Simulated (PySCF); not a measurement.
The same gas-phase reaction for Al, Ga, In:
- Br2 + 2 AlCl → 2 AlBr + Cl2
- Br2 + 2 GaCl → 2 GaBr + Cl2
- Br2 + 2 InCl → 2 InBr + Cl2

Energies from PySCF, thermal terms from the rigid-rotor harmonic-oscillator model, ideal gas at 1 bar. † marks an energy on the PBE0/def2-TZVP geometry and frequencies; other levels use their own. All species are closed-shell singlets. B3LYP is the form with VWN-RPA correlation. In: scalar-relativistic def2 core potential, no spin-orbit coupling. Br, Ga: all electrons, no relativistic terms.

ΔH°(298 K) in kJ, by level:

| level | Al | Ga | In |
|---|---|---|---|
| ωB97M-V/def2-TZVP† | … | 60.9 | 47.6 |
| ωB97X-V/def2-TZVP† | … | 62.9 | 49.3 |
| PBE/def2-TZVP† | … | 56.7 | 45.4 |
| r2SCAN/def2-TZVP† | 79.1 | 60.6 | 47.9 |
| B3LYP/def2-TZVP† | … | 60.9 | 48.6 |
| PBE/def2-SVP | … | 72.5 | 58.7 |

### Question
Fill in the missing entries.

### Answer

- ωB97M-V/def2-TZVP†, Al: 79.6
- ωB97X-V/def2-TZVP†, Al: 82.0
- PBE/def2-TZVP†, Al: 75.2
- B3LYP/def2-TZVP†, Al: 82.0
- PBE/def2-SVP, Al: 87.3
